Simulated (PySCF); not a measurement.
# TlH⁺: from constants to spectrum

UHF-MP2 constants of TlH⁺, ²Σ⁺ (doublet), unpaired electrons σ ↑ (basis Tl cc-pVTZ-PP with ECP60, H cc-pVTZ; scalar-relativistic core potentials; PySCF 2.14; masses 204.9744 and 1.0078 u):

- ωe: 193.8 cm⁻¹
- ωexe: 28.4 cm⁻¹
- Be: 1.9748 cm⁻¹
- αe: 0.307 cm⁻¹

(1) What force constant and bond length do these constants imply?

(2) Estimate the centrifugal constant D from the Kratzer relation and find the Dunham coefficient a1.

Correlated steps freeze 4 core orbitals. Spin–orbit coupling is left out. The state is the lowest determinant that a PBE0 search found; another state may lie lower at other levels.

## Answers

(1) Reduced mass μred = 1.0029 u; k = 5.8918×10⁻⁷·μred·ωe² (u, cm⁻¹, mdyn/Å) = 0.0222 mdyn/Å; Re = √(16.8576/(μred·Be)) (u, cm⁻¹, Å) = 2.917 Å.

(2) D = 4Be³/ωe² = 0.000820 cm⁻¹; a1 = −1 − αeωe/(6Be²) = -3.54.
